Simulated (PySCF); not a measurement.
Molecule: `C[C@@H](BF)CF`, C3H7BF2.

Geometry:
```json
{"atom": "C1", "x (Å)": "-0.324", "y (Å)": "1.370", "z (Å)": "0.144"}
{"atom": "C2", "x (Å)": "-0.005", "y (Å)": "-0.023", "z (Å)": "-0.415"}
{"atom": "B3", "x (Å)": "1.513", "y (Å)": "-0.328", "z (Å)": "-0.152"}
{"atom": "F4", "x (Å)": "2.417", "y (Å)": "0.037", "z (Å)": "-1.045"}
{"atom": "C5", "x (Å)": "-0.881", "y (Å)": "-1.087", "z (Å)": "0.209"}
{"atom": "F6", "x (Å)": "-0.502", "y (Å)": "-2.327", "z (Å)": "-0.255"}
{"atom": "H7", "x (Å)": "0.265", "y (Å)": "2.149", "z (Å)": "-0.361"}
{"atom": "H8", "x (Å)": "-1.389", "y (Å)": "1.621", "z (Å)": "0.007"}
{"atom": "H9", "x (Å)": "-0.107", "y (Å)": "1.435", "z (Å)": "1.223"}
{"atom": "H10", "x (Å)": "-0.180", "y (Å)": "-0.017", "z (Å)": "-1.506"}
{"atom": "H11", "x (Å)": "1.926", "y (Å)": "-0.828", "z (Å)": "0.873"}
{"atom": "H12", "x (Å)": "-0.778", "y (Å)": "-1.082", "z (Å)": "1.309"}
{"atom": "H13", "x (Å)": "-1.947", "y (Å)": "-0.936", "z (Å)": "-0.038"}
```

Geometry PBE0-D3(BJ)/def2-SVP throughout; GIAO in PySCF 2.14.0 with density-fitted response routines, gas phase, one conformer, non-relativistic; equivalent atoms averaged; basis pcSseg-1.

Task: How do the shifts δ (against TMS, CFCl3 at the same level) depend on the functional? (a selection of nuclei; ppm; last column core-seconds on 1 thread of an Arm Neoverse N1, shared host; the GGAs took longer than the global hybrids here, which isn't the general rule, and the cause wasn't traced)

Result: 
```tsv
functional	kind	C5	C1	F4	F6	H11	H13	H12	H10	H7/H8/H9	core-s
HF	Hartree–Fock	78.6	6.3	-0.8	-194.4	5.04	4.23	4.21	1.18	0.78	8.6
LDA	LDA	94.8	4.1	10.0	-259.8	5.89	4.71	4.86	1.57	0.70	21
PBE	GGA	91.6	6.6	0.2	-247.7	5.68	4.59	4.72	1.48	0.74	26
BLYP	GGA	93.1	7.1	-4.2	-244.5	5.55	4.58	4.70	1.43	0.76	26
BP86	GGA	91.5	6.7	-5.2	-249.4	5.67	4.59	4.72	1.46	0.75	25
OPBE	GGA	86.8	7.9	-7.6	-238.7	5.59	4.51	4.64	1.51	0.76	26
KT2	GGA	88.4	5.9	-16.4	-252.5	5.56	4.53	4.63	1.44	0.73	25
KT3	GGA	86.9	7.6	-20.1	-240.0	5.35	4.47	4.55	1.43	0.76	25
B97-D	GGA	89.7	7.6	-17.3	-239.9	5.44	4.56	4.66	1.43	0.78	25
B3LYP	global hybrid	89.9	6.7	-1.1	-232.3	5.43	4.48	4.56	1.39	0.75	18
```

Task: Which nucleus among those listed moves most, in ppm?

Result: F6 (fluorine on an sp3 carbon): from -259.8 ppm with LDA to -194.4 ppm with HF. The smallest spread is 0.08 ppm, at H7/H8/H9. Proton shifts span only some 12 ppm, so a few tenths of a ppm matter as much there as several ppm in carbon.
